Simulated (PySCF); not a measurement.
SbH₂ at several levels of theory

All levels use the PBE0 minimum (doublet; Sb–H 1.712 Å (×2); H–Sb–H 90.3°), basis [Sb def2-TZVP with ECP28, H def2-TZVP], scalar-relativistic core potentials, density fitting, no spin–orbit coupling, PySCF. For vertical energies the ionised species is a singlet (spins chosen at PBE0 and kept) and the electron-attached one a singlet. Atomisation goes to high-spin ground-configuration atoms, without zero-point energy. Open shells are unrestricted, also as the reference of the correlated levels. A dash marks a value that was not computed or is not defined at that level.

Coordinates in bohr (charge 0 multiplicity 2):
```
Sb    0.0000    0.0000   -0.0369
H     2.2923    0.0000    2.2450
H    -2.2923    0.0000    2.2450
```

| level | atomisation (kJ/mol) | vertical IP (eV) | vertical EA (eV) | −ε(HOMO) (eV) | dipole (D) |
| --- | --- | --- | --- | --- | --- |
| PBE0 | 514 | 8.74 | 1.17 | 6.36 | 0.28 |
| CCSD(T) | 492 | 8.63 | 1.07 | – | – |
| HF | 333 | 8.24 | 0.27 | 8.87 | 0.26 |
| PBE | 525 | 8.67 | 1.18 | 5.31 | 0.32 |
| r2SCAN | 525 | 8.88 | 1.14 | 5.70 | 0.28 |
| B3LYP | 543 | 8.72 | 1.25 | 6.05 | 0.39 |
| TPSSh | 548 | 8.71 | 1.18 | 5.82 | 0.32 |
| MP2 | 449 | 8.63 | 1.10 | – | – |
| revPBE | 510 | 8.62 | 1.10 | 5.29 | 0.34 |
| B97-3 | 522 | 8.54 | 1.12 | 6.24 | 0.35 |

For SbH₂ itself CCSD(T) correlates 17 electrons; T1 = 0.014, D1 = 0.047, (T) = -21 kJ/mol.

**Question.** Which levels differ least and most from CCSD(T) in the atomisation?

**Answer.** Least: revPBE (+18 kJ/mol); most: HF (-159 kJ/mol). CCSD(T) atomisation energies in a triple-zeta basis lie tens of kJ/mol low, so this is no ranking by accuracy.

Without diffuse functions attachment energies tend to come out too low.

With an element this heavy the missing spin–orbit coupling can shift these numbers.
